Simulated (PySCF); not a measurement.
## Simulated absorption spectrum

Compound: C₈H₁₀FN.
SMILES: `CN(C)C1=CC=CC(F)=C1`

Level of theory: PySCF 2.14.0, density-fitted response routines, TDDFT wB97X-D/def2-SVPD, vertical, gas phase, core orbitals frozen in the response. Isolated species at its PBE0-D3(BJ)/def2-SVP geometry, gas phase. Torsions of this conformer, `[CH3:1][N:2]([CH3:3])[c:4]1[cH:5][cH:6][cH:7][c:8]([F:9])[cH:10]1`: C1–N2–C4–C5 -2°.

Computed states:

| state | E (eV) | f |
| --- | --- | --- |
| S1 | 4.81 | 0.052 |
| S2 | 5.53 | 0.264 |
| S3 | 5.76 | 0.033 |
| S4 | 6.51 | 0.280 |
| S5 | 6.62 | 0.0009 |
| S6 | 6.73 | 0.0013 |
| S7 | 6.78 | 0.481 |
| S8 | 6.90 | 0.0044 |
| S9 | 7.19 | 0.025 |
| S10 | 7.37 | 0.0007 |

Broadening: Gaussians 0.3 eV wide at half height, area fixed by f = 4.319×10⁻⁹ ∫ε dν̃. The width is an assumption, not a result. The curve ends short of the highest state used, and states not computed would add to its high-energy end.

Question: What does the envelope look like, and where are its maxima?

Answer: 
```
λ (nm)  ε (L mol⁻¹ cm⁻¹)
 183.2             46755
 187.6             36314
 192.0             24847
 196.4              7574
 200.8               786
 205.2               291
 209.6              1638
 214.0              5515
 218.4             14264
 222.8             23596
 227.2             20537
 231.6              9360
 236.0              2372
 240.4               466
 244.8               673
 249.2              2030
 253.6              3865
 257.9              4662
 262.3              3751
 266.7              2076
 271.1               820
 275.5               239
 279.9                53
 284.3                 9
```

Maxima: 258 nm (4.81 eV), ε about 4700, made up of S1 (100%); 224 nm (5.53 eV), ε about 24000, made up of S2 (97%); 183 nm (6.76 eV), ε about 47000, made up of S7 (91%) (ε in L mol⁻¹ cm⁻¹; maxima over ε = 5, shares over 10%).

Question: Coming from long wavelengths, where does ε first pass 100 L mol⁻¹ cm⁻¹?

Answer: At about 278 nm (4.46 eV), 0.35 eV below S1.

Question: On this curve, what absorbance would a 10⁻⁴ mol/L sample give at 248 nm over a 1 cm path?

Answer: 248 nm is 4.999 eV, where ε is about 1600 L mol⁻¹ cm⁻¹, so A = ε c l ≈ 0.16 (Beer–Lambert, with the gas-phase spectrum and the assumed width).

Question: What would ε be at 6.76 eV, the highest of these maxima, with half the width (0.15 eV)?

Answer: About 82300 L mol⁻¹ cm⁻¹ against 46800, a factor of about 1.8; a lone state at its own centre would give exactly 2.

All these states lie below the vertical ionisation energy of 7.43 eV (ΔSCF).

Hardware: an Intel Xeon at 2.70 GHz with one thread (shared host). Cost: 4.6 min of wall time, 1.4 GiB resident at most.
